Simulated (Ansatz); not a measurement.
Input file for Ansatz (a quantum-chemistry and plane-wave program): U-B3LYP-D3(BJ)/def2-TZVP on F2Sc (SMILES [F][Sc][F]), 2S+1 = 2, a spin state set in the input, which need not be the lowest.

Ansatz 0.2 input:
```yaml
crystal:
  periodic: [false, false, false]
  atoms:
    - {symbol: Sc, position_ang: [0.68664921, 0.34904982, 0.20813449]}
    - {symbol: F, position_ang: [-0.58662367, 0.84131317, -1.08366586]}
    - {symbol: F, position_ang: [-0.13319426, -1.14299139, 0.80521174]}
basis:
  gaussian:
    orbitals: def2-TZVP
hamiltonian:
  xc: b3lyp
  dispersion: d3bj
magnetization: {spin_polarized: true, initial_magnetization: 1}
relax: {f_tol: 0.005, max_steps: 120}
```

Question: Predict the final total energy.

Answer: -960.6381 hartree.

Question: How many basis functions does it have, and what does it roughly cost on one machine?

Answer: 107 functions; roughly 40 core-seconds.
